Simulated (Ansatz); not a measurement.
`[F][Sn]([F])([F])[Cl]` + `[F][Ge]([F])([F])[I]` → `[F][Sn]([F])([Cl])[I]` + `[F][Ge]([F])([F])[F]` at 600 K and 1 bar (redistribution).

Isolated molecules relaxed with PBE0-D4/def2-TZVP in Ansatz; ΔE leaves out vibrations. CBS: MP2 limit from def2 TZ/QZ plus the TZ coupled-cluster correction, frozen cores. Elements past krypton have def2 core potentials. For Ge, I, Sn outer-core shells are correlated without core-valence functions, which leaves a few kJ/mol of doubt a bond. Scalar relativity is left out up to krypton.

```tsv
species	CCSD(T)/CBS energy (Eh)	H − E (kJ/mol)	S (J/(mol·K))
`[F][Sn]([F])([F])[Cl]`	-973.31691	68.7	414.7
`[F][Ge]([F])([F])[I]`	-2673.08048	69.4	413.7
`[F][Sn]([F])([Cl])[I]`	-1170.98597	67.5	456.9
`[F][Ge]([F])([F])[F]`	-2475.42984	71.1	366.9
```

H − E and S are ideal-gas, rigid-rotor, harmonic terms from PBE0-D4/def2-TZVP. 1 Eh = 2625.50 kJ/mol, R = 8.31446 J/(mol·K).

**Question.** By hand: ΔE, ΔH, ΔS and ΔG.

**Answer.** ΔE = (-1170.98597) + (-2475.42984) − (-973.31691) − (-2673.08048) = -0.01842 Eh = -48.4 kJ/mol. Δ(H − E) = 67.5 + 71.1 − 68.7 − 69.4 = 0.5, so ΔH = -47.9 kJ/mol. ΔS = 456.9 + 366.9 − 414.7 − 413.7 = -4.6 J/(mol·K). ΔG = -47.9 − 600 × (-4.6)/1000 = -45.1 kJ/mol.

**Question.** By hand: the equilibrium constant, and the temperature at which ΔG would vanish if ΔH and ΔS stayed fixed.

**Answer.** log₁₀ K = −ΔG/(RT ln 10) = 3.9. ΔG = 0 at ΔH/ΔS = 10413 K, far beyond where these terms or the molecules hold.

The number of gas molecules stays the same, so ΔS is small and ΔH decides. A doubt of 5 kJ/mol in ΔE shifts log₁₀ K by 0.4 here. These are equilibria of isolated gas molecules and say nothing of rates. Largest T1 diagnostic: 0.014 (customary marks: 0.02 for closed shells, 0.045 for open ones).
